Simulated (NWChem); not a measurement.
Molecule: C$_{2}$H$_{3}$BFNO; SMILES FB1COC=N1

```xyz
9

F     -0.0439     2.1065     0.0000
B      0.0295     0.7879     0.0000
C     -1.1891    -0.2315     0.0000
O     -0.4875    -1.4895     0.0000
C      0.8127    -1.1999     0.0000
N      1.2361     0.0114     0.0000
H     -1.8380    -0.1944     0.8894
H     -1.8380    -0.1944    -0.8894
H      1.4452    -2.0986     0.0000
```
Atoms are numbered in this order, from 1.

Results from NWChem. Pople sets run with spherical d functions. Geometry: optimised at PBE0/def2-SVP. B3LYP is NWChem's, with the RPA form of VWN correlation. Atomic charges in e: unrestrained fits to the electrostatic potential beside Mulliken populations; buried atoms are poorly determined by the fit.

For level B3LYP/def2-SVP:

| Property | Result |
|---|---|
| Mulliken F1 | -0.08 |
| ESP B2 | 0.71 |
| Mulliken B2 | 0.03 |
| Mulliken C3 | 0.10 |
| Mulliken O4 | -0.28 |
| Mulliken C5 | 0.19 |

Question: How do the values read with level Hartree-Fock/6-31G* instead?

Answer: The Mulliken F1 is -0.38 and the ESP B2 comes out as 0.89. The Mulliken B2 comes out as 0.79. The Mulliken C3 comes out as -0.26 and the Mulliken O4 is -0.61. The Mulliken C5 comes out as 0.42.
